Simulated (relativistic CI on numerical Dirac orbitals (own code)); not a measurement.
Calculated at this level of theory: Dirac-Coulomb-Breit CI, separate exchange-only KLI orbitals for each configuration, model QED, unscaled Slater integrals (own radial code, finite nucleus).

Configurations in the expansion (outside the closed core 1s2): 2s²2p⁵, 2s2p⁶, 2p⁶3s, 2s²2p⁴3s, 2p⁶3p, 2s²2p⁴3p, 2p⁶3d, 2s²2p⁴3d, 2s2p⁵3s, 2s2p⁵3p, 2s2p⁵3d, 2s²2p⁴4s, 2s²2p⁴4p, 2s²2p⁴4d, 2s²2p⁴4f, 2s²2p³3s², 2s²2p⁴5s, 2s2p⁵4s, 2s²2p⁴5p, 2s²2p⁴5d, 2s2p⁵4p, 2s²2p⁴5f, 2s²2p⁴5g, 2s²2p³3s3p, 2s2p⁵4d, 2s2p⁵4f, 2s²2p³3p², 2s²2p³3s3d, 2s²2p³3p3d, 2s2p⁴3s², 2s2p⁴3s3p, 2s²2p³3d², 2s2p⁵5s, 2s2p⁵5p, 2s2p⁵5d, 2s2p⁵5f. Levels of other configurations are missing.

At this charge energies of transitions that change n are usually good to better than 1 %, and those within a shell (Δn = 0) to a few per cent.

Outline of the computed level scheme of Cr XVI. Lowest level of each configuration: 2s²2p⁵ ²P°3/2 at 0.000 eV; 2s2p⁶ ²S1/2 at 118.240 eV; 2s²2p⁴3s ⁴P5/2 at 625.322 eV; 2s²2p⁴3p ⁴P°3/2 at 652.272 eV; 2s²2p⁴3d ⁴D7/2 at 689.133 eV.

Some strong electric-dipole decays among the lowest 45 levels: 2s²2p⁴3d ⁴F5/2 → 2s²2p⁵ ²P°3/2 (2.0e+12 s⁻¹); 2s²2p⁴3d ⁴P3/2 → 2s²2p⁵ ²P°3/2 (1.7e+12 s⁻¹); 2s²2p⁴3d ⁴P1/2 → 2s²2p⁵ ²P°3/2 (1.2e+12 s⁻¹); 2s²2p⁴3s ²P1/2 → 2s²2p⁵ ²P°1/2 (1.0e+12 s⁻¹); 2s²2p⁴3s ²P3/2 → 2s²2p⁵ ²P°3/2 (9.9e+11 s⁻¹); 2s²2p⁴3s ²P1/2 → 2s²2p⁵ ²P°3/2 (8.8e+11 s⁻¹); 2s²2p⁴3s ²D3/2 → 2s²2p⁵ ²P°1/2 (8.4e+11 s⁻¹); 2s²2p⁴3s ⁴P3/2 → 2s²2p⁵ ²P°3/2 (7.6e+11 s⁻¹).

LS names give the leading component of a level, which can be under half, so a name can repeat, a term be missing and a line seem to break the LS rules.
